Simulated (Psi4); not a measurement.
Intermolecular potential of C2H4 ··· Br- (SMILES C=C and [Br-]) (charge -1). Monomers: optimised at B3LYP-D3(BJ) (def2-TZVP), held rigid. Orientation: lowest of the rigid-body minima from ten starts at GFN2-xTB. The monomers approach along the line of their centres of mass (distance R); nothing else relaxes.

Levels of theory: PBE/def2-TZVPD, counterpoise-corrected (Psi4); PBE-D3(BJ)/def2-TZVPD, counterpoise-corrected (Psi4); SAPT0/jun-cc-pVDZ, frozen core (Psi4).

Interaction energies in kcal/mol; the last columns give the difference from SAPT0:

```
R / Å  PBE/def2-TZVPD  PBE-D3(BJ)/def2-TZVPD  SAPT0/jun-cc-pVDZ  PBE/def2-TZVPD − SAPT0/jun-cc-pVDZ  PBE-D3(BJ)/def2-TZVPD − SAPT0/jun-cc-pVDZ
-----  --------------  ---------------------  -----------------  ----------------------------------  -----------------------------------------
3.67             0.01                  -0.91               1.30                               -1.29                                      -2.20
3.87            -2.71                  -3.51              -1.73                               -0.98                                      -1.79
4.02            -3.61                  -4.34              -2.85                               -0.76                                      -1.49
4.23            -4.01                  -4.64              -3.50                               -0.51                                      -1.14
4.42            -3.92                  -4.45              -3.55                               -0.37                                      -0.90
4.62            -3.62                  -4.07              -3.34                               -0.27                                      -0.72
4.93            -3.03                  -3.36              -2.84                               -0.19                                      -0.53
5.19            -2.55                  -2.81              -2.40                               -0.15                                      -0.41
5.74            -1.74                  -1.89              -1.66                               -0.09                                      -0.23
6.41            -1.11                  -1.18              -1.09                               -0.03                                      -0.10
7.43            -0.61                  -0.64              -0.62                                0.01                                      -0.01
8.70            -0.33                  -0.34              -0.35                                0.02                                       0.01
```

PBE/def2-TZVPD is furthest from SAPT0/jun-cc-pVDZ at 3.67 (-1.29 kcal/mol, below); its mean absolute difference over the points is 0.39 kcal/mol.

PBE-D3(BJ)/def2-TZVPD is furthest from SAPT0/jun-cc-pVDZ at 3.67 (-2.20 kcal/mol, below); its mean absolute difference over the points is 0.79 kcal/mol.
